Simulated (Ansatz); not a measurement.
Computed with Ansatz on PBE0-D4/def2-TZVP structures; ΔE is electronic, products minus reactants. CCSD(T)/CBS adds triple-zeta CCSD(T) − MP2 to the extrapolated MP2 energy (def2 sets, frozen cores). This one scheme is used for every species, atoms too. DFT in def2-TZVPP. No spin–orbit coupling; open shells (•) take unrestricted orbitals. Spin–orbit coupling would lower the free atoms: a little for C, S, Si; strongly for I. def2 core potentials past Kr. For I outer-core shells are correlated without core-valence functions, so the limit isn't a true one: a few kJ/mol of doubt a bond, and 10 to 20 or more in all where bonds break to atoms.

`I[SiH]1CS1` → C• + 3 H• + I• + S• + Si•  (atomization)

(1) What is ΔE at CCSD(T)/CBS? (An estimate is asked.)

(2) What do these levels give: PBE-D4, revPBE-D4, BLYP-D4, r2SCANh-D4, r2SCAN0-D4, B2PLYP, PBE, HF/def2-SVP, MP2/def2-SVP, CCSD(T)/def2-SVP, CCSD(T)/def2-TZVPP, HF/def2-QZVPP? (Estimate.)

Largest T1 diagnostic among the species: 0.012.

Results:

(1) The calculation gave: +546.5 kcal/mol.

(2) The calculation gave: PBE-D4 556.8, revPBE-D4 543.5, BLYP-D4 536.6, r2SCANh-D4 545.7, r2SCAN0-D4 540.9, B2PLYP 533.5, PBE 551.6, HF/def2-SVP 378.1, MP2/def2-SVP 506.3, CCSD(T)/def2-SVP 497.5, CCSD(T)/def2-TZVPP 526.2, HF/def2-QZVPP 384.9 kcal/mol.

The D4 term adds +8.6 kcal/mol with B3LYP and +4.5 kcal/mol with PBE0; it sums over pairs of atoms, weighted by their polarisabilities, and B3LYP, whose exchange is more repulsive, gets the larger term. From PBE to PBE0 (25 % exact exchange), in def2-TZVPP and without D4, ΔE moves by −7.6 kcal/mol: exact exchange takes away binding that semilocal exchange gives to molecules.

B3LYP here is the variant with VWN-RPA as its local correlation; programs differ in this.

For atomizations the MP2-based limit and the directly extrapolated one differ by several kJ/mol either way, and by 10 to 25 for some Ge, Se and Sn compounds, so smaller differences from it don't rank the levels.
